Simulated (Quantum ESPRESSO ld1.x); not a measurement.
Problem. Rb XXV, configuration [Ne] 3s2 3p1. All-electron calculation, scalar-relativistic Kohn-Sham, LDA (Slater exchange, Perdew-Wang correlation), spin-polarised, spherical densities, point nucleus; open shells are filled with parallel spins first. Program: ld1.x of Quantum ESPRESSO 7.5. Some entries of the table are withheld. Estimate them.

| orbital | occ. | eigenvalue (hartree) | <r^2> (bohr^2) | <1/r> (bohr^-1) |
|---|---|---|---|---|
| 1s up | 1 | -592.853 | 0.002191 | 37.83 |
| 1s down | 1 | -592.795 | 0.002191 | 37.84 |
| 2s up | 1 | -113.105 | 0.03621 | (1) |
| 2s down | 1 | -113.046 | 0.03617 | (2) |
| 2p up | 3 | -105.199 | 0.02834 | 8.343 |
| 2p down | 3 | -105.131 | 0.02831 | 8.344 |
| 3s up | 1 | -42.9622 | 0.2148 | 3.387 |
| 3s down | 1 | -42.7441 | 0.2152 | 3.382 |
| 3p up | 1 | -40.4529 | 0.2057 | 3.290 |
| 3p down | 0 | -40.2348 | 0.2061 | 3.287 |

Solution. 
(1) 2s up <1/r> (bohr^-1): 8.544
(2) 2s down <1/r> (bohr^-1): 8.547
